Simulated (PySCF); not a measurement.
A structure optimised at PBE-D3(BJ)/def2-TZVP, used in a PySCF frequency run:

```xyz
4

C      0.0000     0.0000    -1.7566
I      0.0000     0.0000     0.2845
H      0.0000    -0.9567    -2.2694
H      0.0000     0.9567    -2.2694
```
Charge 0, spin multiplicity 2.

Problem. Write its SMILES, formula and point group.

Solution. [CH2]I, CH2I, C2v

Problem. What are its rotational constants (standard atomic weights)?

Solution. 273.91, 8.8750, 8.5965 GHz
